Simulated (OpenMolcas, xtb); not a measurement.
**CH2FNSi (SMILES FC1=N[SiH2]1): the HOMO–LUMO gap, rung by rung**

CH2FNSi: 6 atoms, total charge 0, spin state singlet. As SMILES, `FC1=N[SiH2]1`. The shape is that of a PBE0-D4/def2-TZVP optimisation.

Each level gives the HOMO–LUMO gap (eV). The values are calculated.

| level | kind | program | value (eV) | CPU time |
| --- | --- | --- | --- | --- |
| GFN1-xTB | semi-empirical | xtb | 2.83 | under 2 s |
| HF/6-311+G** | Hartree–Fock | OpenMolcas | 11.86 | 16 s |
| SVWN5/6-311+G** | LDA | OpenMolcas | 4.33 | 32 s |
| BLYP/6-311+G** | GGA | OpenMolcas | 4.33 | 39 s |
| PBE/6-311+G** | GGA | OpenMolcas | 4.34 | 39 s |
| TPSS/6-311+G** | meta-GGA | OpenMolcas | 4.55 | 55 s |
| B3LYP/6-311+G** | global hybrid | OpenMolcas | 5.97 | 39 s |
| B2PLYP/6-311+G** | double hybrid | OpenMolcas | 8.54 | 35 s |

The values span 2.83 to 11.86 eV. Orbital gaps aren't excitation energies, and those of double hybrids come from the SCF part alone; they tend to grow with the share of exact exchange. Times are those of the runs behind each value, whatever else they computed, on shared processors of several kinds: orders of magnitude only.
